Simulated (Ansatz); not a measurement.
`C=C(F)[NH][AlH2]` and `C=CF` differ in one atom or group.

Ansatz, PBE0-D4/def2-TZVP geometries, multiplicity 1. Each molecule was computed in one conformer, which needn't be the lowest.

```json
{"property": "HOMO energy (ωB97M-V/def2-TZVPP) / eV", "`C=C(F)[NH][AlH2]`": "-8.56"}
{"property": "LUMO energy (PBE0/def2-TZVPP) / eV", "`C=C(F)[NH][AlH2]`": "-1.26"}
{"property": "HOMO–LUMO gap (B3LYP/def2-TZVPP) / eV", "`C=C(F)[NH][AlH2]`": "4.72"}
{"property": "HOMO energy (B3LYP/def2-TZVPP) / eV", "`C=C(F)[NH][AlH2]`": "-6.19"}
{"property": "HOMO energy (PBE0/def2-TZVPP) / eV", "`C=C(F)[NH][AlH2]`": "-6.39"}
{"property": "HOMO–LUMO gap (PBE0/def2-TZVPP) / eV", "`C=C(F)[NH][AlH2]`": "5.12"}
```

Task: What does the change do to each property? (An estimate is asked.)

Result: Ansatz gave: 
```tsv
property	`C=CF`	shift
HOMO energy (ωB97M-V/def2-TZVPP) / eV	-10.05	-1.49
LUMO energy (PBE0/def2-TZVPP) / eV	0.26	1.52
HOMO–LUMO gap (B3LYP/def2-TZVPP) / eV	7.50	2.78
HOMO energy (B3LYP/def2-TZVPP) / eV	-7.53	-1.34
HOMO energy (PBE0/def2-TZVPP) / eV	-7.75	-1.36
HOMO–LUMO gap (PBE0/def2-TZVPP) / eV	8.01	2.89
```

With PBE0 the HOMO falls by 1.36 eV and the LUMO rises by 1.52 eV, so the gap widens by about 2.88 eV. PBE moves the HOMO by -1.18 eV and ωB97M-V by -1.49 eV.

B3LYP here is the variant with VWN-RPA as its local correlation; programs differ in this.
